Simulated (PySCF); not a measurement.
# A thermochemical cycle for CaCl

CCSD(T) in PySCF with def2-SVP on every atom, for the lowest determinant that a PBE0 search found; no spin–orbit coupling. CaCl, a doublet (σ ↑), has De = 3.62 eV to neutral atoms, and CaCl⁺, a singlet (closed shell), has De = 3.72 eV to Ca⁺ + Cl.

At the same level the Ca atom ionises at 5.95 eV.

**Question.** What is the adiabatic ionisation energy of the molecule, and does ionisation strengthen or weaken the bond?

**Answer.** IE = IE(Ca) + De(neutral) − De(ion) = 5.95 + 3.62 − 3.72 = 5.85 eV. De changes by +0.10 eV, so ionisation strengthens the bond.

Correlated steps freeze 10 core orbitals. Correlated levels converge slowly with the basis: in double zeta they bind strong bonds too weakly, by up to about 1 eV, and carry superposition errors of some tenths. For an ion De counts to the pair picked by the measured ionisation energies or electron affinities, which need not be the lowest pair at this level. Where the molecule has an RHF reference, its open-shell atoms are computed with UHF. States were picked by a PBE0 search and need not be the measured ground states.
